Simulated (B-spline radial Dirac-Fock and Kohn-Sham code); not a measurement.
**The M5 (3d5/2) hole of tin ions: width and yield against charge**

Model: independent-particle radiative and Coulomb Auger rates from relativistic LDA hole-state orbitals, with Dirac-Fock energies. Program: a B-spline atomic structure program. Tabulated ground configurations, configuration averages; single configurations, so decays that open only by mixing (as 1s 2s² with 1s 2p² in Be-like ions) are missing and such tiny yields are far too low.

```tsv
ion	configuration	radiative (eV)	non-radiative (eV)	yield
Sn	[Kr] 4d10 5s2 5p2	0.000134	0.500	0.000268
Sn⁺	[Kr] 4d10 5s2 5p1	0.000132	0.501	0.000264
Sn²⁺	[Kr] 4d10 5s2	0.000130	0.503	0.000259
Sn³⁺	[Kr] 4d10 5s1	0.000131	0.508	0.000257
Sn⁴⁺	[Kr] 4d10	0.000131	0.513	0.000256
Sn⁷⁺	[Kr] 4d7	0.000145	0.379	0.000381
```

Values without a named source are computed, but for edge energies of neutral atoms, which are taken from tables.
